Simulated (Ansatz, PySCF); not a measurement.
Gas-phase reaction (SMILES): CC[Si](F)(F)F [ethyl(trifluoro)silane] + F (HF) → F[Si](F)(F)F + CC (C2H6); hydrogen fluoride cleaves one Si-C bond, a model of a ligand-exchange step.

Structures are relaxed separately at B3LYP-D3(BJ)/def2-TZVP in Ansatz (an electronic-structure program), one conformer each, not searched for the lowest. Valence correlation only, unless marked. Spin-orbit coupling is left out. No relativistic terms. CBS(X,Y): correlation extrapolated as X^-3; Hartree-Fock from the larger set. [CCSD(T)-MP2]/basis is that difference in the basis named. Thermal terms are rigid-rotor harmonic-oscillator values from B3LYP-D3(BJ) frequencies (PySCF) at 298.15 K and 1 atm. 1 Eh = 627.5095 kcal/mol.

```csv
species,"E, RI-MP2/CBS(cc-pV(T+d)Z,cc-pV(Q+d)Z)+[CCSD(T)-MP2]/cc-pV(T+d)Z (Ansatz) (Eh)","E, PBE0-D4/def2-TZVPD (Ansatz + dftd4) (Eh)",H - E (Eh),G - E (Eh)
CC[Si](F)(F)F,-667.79492,-668.15109,0.08345,0.04293
F (HF),-100.39237,-100.39487,0.01259,-0.00713
F[Si](F)(F)F,-688.52154,-688.84131,0.01842,-0.01381
CC (C2H6),-79.71807,-79.75255,0.07887,0.05302
```

Q: Work out ΔE and ΔH, ΔG, ΔS and the equilibrium constant at 298.15 K at the first level, then ΔH at the second.

A: 
1. ΔE = [(-688.52154) + (-79.71807)] - [(-667.79492) + (-100.39237)] = -0.05232 Eh = -32.8 kcal/mol at RI-MP2/CBS(cc-pV(T+d)Z,cc-pV(Q+d)Z)+[CCSD(T)-MP2]/cc-pV(T+d)Z.
2. The terms H - E add up to 0.00125 Eh, so ΔH = (-0.05232 + (0.00125))×627.5095 = -32.0 kcal/mol.
3. The terms G - E add up to 0.00341 Eh, so ΔG = -30.7 kcal/mol, and ΔS = (0.00125 - (0.00341))×627509.5/298.15 = -4.5 cal/(mol K).
4. log10 K = -ΔG/(RT ln 10) = 22.5, with RT ln 10 = 1.3642 kcal/mol.
5. At PBE0-D4/def2-TZVPD the same steps give ΔE = -30.1 and ΔH = -29.3 kcal/mol, a shift of +2.7 from the first level.
6. These values are not checked against measurement here, since the tables used lack a sound gas-phase enthalpy of formation for at least one species.
